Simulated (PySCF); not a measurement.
# Mayer bond orders and bond lengths

Compound: C6H4BrF.
Atom-mapped SMILES: `[F:1][c:2]1[cH:3][cH:4][c:5]([Br:6])[cH:7][cH:8]1` (hydrogens: H9 on C3; H10 on C4; H11 on C7; H12 on C8)

Cartesian coordinates in Å at the PBE0-D3(BJ)/def2-SVP level; atoms count from 1:
```xyz
12
C6H4BrF angstrom
F     -3.1384   -0.2368   -0.0278
C     -1.8111   -0.1523    0.0113
C     -1.0569   -1.3195    0.0370
C      0.3323   -1.2310    0.0756
C      0.9435    0.0226    0.0882
Br     2.8256    0.1426    0.1371
C      0.1792    1.1889    0.0640
C     -1.2101    1.1009    0.0254
H     -1.5634   -2.2860    0.0262
H      0.9404   -2.1367    0.0953
H      0.6686    2.1640    0.0749
H     -1.8339    1.9961    0.0058
```

Bond orders from the PBE0/pcSseg-1 density (PySCF). Geometry: PBE0-D3(BJ)/def2-SVP; no solvent, vibrations or thermal averaging. The calculation is non-relativistic, for bromine too.

Problem. Where do the orders between heavy atoms depart from those drawn in the SMILES?

Solution. The largest departure is 0.138, at C4–C5 (drawn aromatic, 1.362) and C5–C7 (drawn aromatic, 1.362), counting aromatic bonds as 1.5. The bonds drawn aromatic range from 1.36 to 1.42.

Problem. Set the Mayer orders of the bonds between heavy atoms beside their lengths.

Solution. 
| bond | drawn as | length (Å) | Mayer order |
| --- | --- | --- | --- |
| F1–C2 | single | 1.331 | 0.908 |
| C2–C3 | aromatic | 1.390 | 1.421 |
| C3–C4 | aromatic | 1.393 | 1.411 |
| C4–C5 | aromatic | 1.395 | 1.362 |
| C5–Br6 | single | 1.887 | 1.064 |
| C5–C7 | aromatic | 1.395 | 1.362 |
| C7–C8 | aromatic | 1.393 | 1.411 |
| C8–C2 | aromatic | 1.390 | 1.421 |

By pair of heavy elements: C–C: lowest C4–C5 and C5–C7 (1.362, 1.395 Å), highest C2–C3 and C8–C2 (1.421, 1.390 Å). Bonds named together lie within 0.004.

Problem. And the bonds to hydrogen?

Solution. C–H: 0.94 to 0.96 (4 bonds).

Problem. Sum the orders of all bonds at each heavy atom with more than one neighbour and set the sums beside the valence in the SMILES.

Solution. C2 3.750 (drawn 4), C3 3.775 (drawn 4), C4 3.729 (drawn 4), C5 3.788 (drawn 4), C7 3.729 (drawn 4), C8 3.775 (drawn 4). Orders between atoms that aren't bonded are not in these sums.

For a closed shell the Mayer order of atoms A and B is Σ (PS)μν (PS)νμ over the basis functions μ on A and ν on B, with P the density and S the overlap matrix.

These values come from a run that also computed NMR shieldings. The run took 26 s of wall time on one thread of an x86-64 server, shared host.
